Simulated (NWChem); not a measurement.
System meant: MnHSF, sextet; SMILES [Mn]([F])[SH]

Input file for NWChem:

```
start job
memory heap 200 mb stack 900 mb global 1100 mb
geometry units angstroms noautoz
  Mn    -0.174797    -0.459647     0.000000
  F     -0.272709    -2.239187     0.000000
  S     -0.061761     1.815944     0.000000
  H     -1.408233     1.958414     0.000000
end
basis spherical
  * library def2-svp
end
dft
  odft
  mult 7
  xc xpbe96 cpbe96
  iterations 150
  mulliken
end
task dft energy
```

End of the output:

```
                                 NWChem DFT Module
                                 -----------------

 Summary of "ao basis" -> "ao basis" (spherical)
 ------------------------------------------------------------------------------
       Tag                 Description            Shells   Functions and Types
 ---------------- ------------------------------  ------  ---------------------
 Mn                         def2-svp                11       31   5s3p2d1f
 F                          def2-svp                 6       14   3s2p1d
 S                          def2-svp                 8       18   4s3p1d
 H                          def2-svp                 3        5   2s1p

 Summary of "ao basis" -> "ao basis" (spherical)
 ------------------------------------------------------------------------------
       Tag                 Description            Shells   Functions and Types
 ---------------- ------------------------------  ------  ---------------------
 Mn                         def2-svp                11       31   5s3p2d1f
 F                          def2-svp                 6       14   3s2p1d
 S                          def2-svp                 8       18   4s3p1d
 H                          def2-svp                 3        5   2s1p

      Symmetry analysis of basis
      --------------------------

        a'         48
        a"         20

  number of electrons :                   51
  multiplicity        :                    7
 ------------------------------------------------------------------------
  no. of electrons and multiplicity not compatible                  51
 ------------------------------------------------------------------------
 ------------------------------------------------------------------------
  current input line :
    19: task dft energy
 ------------------------------------------------------------------------
 ------------------------------------------------------------------------
 There is an error in the input file
 ------------------------------------------------------------------------
 For more information see the NWChem manual at https://nwchemgit.github.io

0: no. of electrons and multiplicity not compatible:Received an Error in Communication
```

Q: What is wrong, and how is it mended?

A: The program refused the input. Cause: the multiplicity doesn't fit the number of electrons (an even count wants an odd multiplicity, and the reverse). This input runs:
```
start job
memory heap 200 mb stack 900 mb global 1100 mb
geometry units angstroms noautoz
  Mn    -0.174797    -0.459647     0.000000
  F     -0.272709    -2.239187     0.000000
  S     -0.061761     1.815944     0.000000
  H     -1.408233     1.958414     0.000000
end
basis spherical
  * library def2-svp
end
dft
  odft
  mult 6
  xc xpbe96 cpbe96
  iterations 150
  mulliken
end
task dft energy
```
It converges to -1648.85677 Ha (PBE/def2-SVP, spin-unrestricted).
